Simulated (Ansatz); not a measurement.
`[F][Ge][SH]` + H₂ → `[F][GeH]` + H₂S  (hydrogenolysis of a Ge–S bond)

Program: Ansatz. Geometries: PBE0-D4/def2-TZVP. ΔE: electronic, gas phase. CBS: MP2 limit from def2 TZ/QZ plus the TZ coupled-cluster correction, frozen cores. This one scheme is used for every species. DFT in def2-TZVPP. B3LYP here is the variant with VWN-RPA as its local correlation; programs differ in this. For Ge outer-core shells are correlated without core-valence functions, which leaves a few kJ/mol of doubt a bond. Scalar relativity is left out up to krypton. One conformer a species, not always the lowest.

```csv
level,ΔE (kcal/mol)
B3LYP-D4,26.0
PBE0,25.2
CAM-B3LYP,22.7
CCSD(T)/def2-TZVPP,23.9
```

Problem. What does CCSD(T)/CBS give? (Estimate.)

Solution. Ansatz gave: +25.5 kcal/mol. The listed levels differ from it by 0.5, -0.3, -2.8, -1.6 kcal/mol.

Largest T1 diagnostic among the species: 0.015.

The D4 term adds +1.7 kcal/mol with B3LYP and +0.9 kcal/mol with PBE0; it sums over pairs of atoms, weighted by their polarisabilities, and B3LYP, whose exchange is more repulsive, gets the larger term. From BLYP to BHLYP (50 % exact exchange), in def2-TZVPP and without D4, ΔE moves by −3.2 kcal/mol. In def2-TZVPP, CCSD(T) changes the Hartree–Fock value by +5.6 kcal/mol (the triples alone add +1.8 kcal/mol) and MP2 by +8.4 kcal/mol.
